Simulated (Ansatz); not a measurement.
Cost and result for the atomization energy of C2H9AlGe (`[CH3][AlH][CH2][GeH3]`) (13 atoms, 12 bonds).

```xyz
13

C     0.535   -0.185   -2.258
Al   -0.750   -0.595   -0.848
C    -0.916    0.548    0.722
Ge    0.473    0.202    2.057
H     0.059   -0.185   -3.244
H     1.030    0.779   -2.121
H     1.315   -0.955   -2.297
H    -1.645   -1.909   -0.941
H    -1.881    0.410    1.218
H    -0.822    1.604    0.449
H     1.864    0.495    1.461
H     0.290    1.072    3.315
H     0.448   -1.279    2.487
```

Charge 0, multiplicity 1. Correlated methods include outer-core shells of Ge, which these sets cover unevenly. Scalar relativity is left out up to krypton. The geometry is a stationary point of PBE0-D4/def2-TZVP. It is one conformer, not always the lowest. Program: Ansatz. All runs use 4 threads of an Arm Neoverse V1 on a shared host. Times are those of one run each, without the atoms' runs, and a repeat can differ threefold. Electronic energies, without spin–orbit coupling; frozen cores. CCSD(T)/CBS adds CCSD(T) − MP2 in def2-TZVPP to the MP2 limit, and its time is that of the two runs behind it. T1 = 0.011. With those shells the extrapolation isn't a true limit. B3LYP takes the VWN-RPA correlation (the form of Gaussian; ORCA's B3LYP/G).

CCSD(T)/CBS is a level of theory with its own doubt, some kJ/mol a heavy atom from the limit and from the frozen cores, so smaller differences don't rank the functionals.

```csv
level,functions,wall time,atomization (kJ/mol),difference from CCSD(T)/CBS,per bond
PBE-D4/def2-TZVPP (with forces),278,3.3 s,4204.2,-16.4,-1.4
PBE0-D4/def2-TZVPP,278,4.4 s,4186.4,-34.2,-2.9
r2SCAN-D4/def2-TZVPP (with forces),278,7 s,4219.0,-1.6,-0.1
B3LYP-D4/def2-TZVPP (with forces),278,7 s,4197.1,-23.5,-2.0
B2PLYP/def2-TZVPP,278,7.5 s,4156.5,-64.1,-5.3
ωB97X-V/def2-TZVPP,278,11 s,4225.2,4.6,0.4
ωB97M-V/def2-TZVPP (with forces),278,16 s,4206.3,-14.3,-1.2
MP2/def2-QZVPP,543,34 s,4179.1,-41.5,-3.5
CCSD(T)/def2-TZVPP,278,4.6 min,4138.9,-81.7,-6.8
CCSD(T)/CBS(def2),–,5.2 min,4220.6,0.0,0.0
```

The D4 term adds +38.6 kJ/mol with B3LYP and +20.5 kJ/mol with PBE0; it sums over pairs of atoms, weighted by their polarisabilities, and B3LYP, whose exchange is more repulsive, gets the larger term. In def2-TZVPP, CCSD(T) changes the Hartree–Fock value by +944.3 kJ/mol (the triples alone add +41.9 kJ/mol) and MP2 by +936.7 kJ/mol; breaking electron pairs costs correlation energy, which Hartree–Fock lacks. From PBE to PBE0 (25 % exact exchange), in def2-TZVPP and without D4, the atomization energy moves by −14.4 kJ/mol: exact exchange takes away binding that semilocal exchange gives to molecules.
